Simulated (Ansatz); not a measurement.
BMe2(OH) (C2H7BO), 11 atoms. Hardware: 4 threads of Arm Neoverse V2 on a shared host.

Correlated methods freeze 4 core orbitals.

How many basis functions does each of these Ansatz runs have, and roughly what does it cost? PBE-D4/def2-SVP, charge 0 singlet, energy, from earlier orbitals; LC-ωPBE (ω = 0.15 bohr⁻¹)/def2-TZVP, charge 1 doublet at the geometry of the charge 0 singlet, energy, from earlier orbitals; PBE-D4/def2-TZVP, charge 1 doublet, energy, from earlier orbitals; PBE-D4/def2-TZVP, charge 1 doublet at the geometry of the charge 0 singlet, energy, from earlier orbitals; PBE0-D4/def2-SVP, charge 0 singlet, relaxation, 5 steps; LC-ωPBE (ω = 0.30 bohr⁻¹)/def2-TZVP, charge 1 doublet at the geometry of the charge 0 singlet, energy, from earlier orbitals; r2SCAN-D4/def2-TZVP, charge 0 singlet, energy, from earlier orbitals; PBE0-D4/def2-TZVP, charge 0 singlet, energy and forces, from earlier orbitals; PBE0-D4/def2-TZVP, charge 1 doublet, energy, from earlier orbitals; HSE06-D4/def2-TZVP, charge 0 singlet, energy, from earlier orbitals; PBE0-D4/def2-SVP, charge 1 doublet at the geometry of the charge 0 singlet, energy with a search over starts; RPA@PBE/def2-TZVP, charge 0 singlet, energy, from earlier orbitals.

Other jobs shared the machine, so times can vary by a factor of up to 3. A dash marks memory too small to be measured apart from the calling script's.

```csv
run,functions,fitting or Cholesky vectors,wall time,peak host memory (GiB)
"PBE-D4/def2-SVP, charge 0 singlet, energy, from earlier orbitals",91,1019,0.5 s,–
"HSE06-D4/def2-TZVP, charge 0 singlet, energy, from earlier orbitals",166,988,1.1 s,–
"PBE0-D4/def2-SVP, charge 1 doublet at the geometry of the charge 0 singlet, energy with a search over starts",91,1019,1.1 s,–
"PBE0-D4/def2-TZVP, charge 0 singlet, energy and forces, from earlier orbitals",166,988,1.3 s,–
"PBE-D4/def2-TZVP, charge 1 doublet, energy, from earlier orbitals",166,988,1.4 s,–
"PBE-D4/def2-TZVP, charge 1 doublet at the geometry of the charge 0 singlet, energy, from earlier orbitals",166,988,1.4 s,–
"r2SCAN-D4/def2-TZVP, charge 0 singlet, energy, from earlier orbitals",166,988,1.6 s,–
"PBE0-D4/def2-TZVP, charge 1 doublet, energy, from earlier orbitals",166,988,1.7 s,–
"RPA@PBE/def2-TZVP, charge 0 singlet, energy, from earlier orbitals",166,1142,1.8 s,–
"LC-ωPBE (ω = 0.30 bohr⁻¹)/def2-TZVP, charge 1 doublet at the geometry of the charge 0 singlet, energy, from earlier orbitals",166,988,1.9 s,–
"LC-ωPBE (ω = 0.15 bohr⁻¹)/def2-TZVP, charge 1 doublet at the geometry of the charge 0 singlet, energy, from earlier orbitals",166,988,1.9 s,–
"PBE0-D4/def2-SVP, charge 0 singlet, relaxation, 5 steps",91,1019,4.4 s,–
```
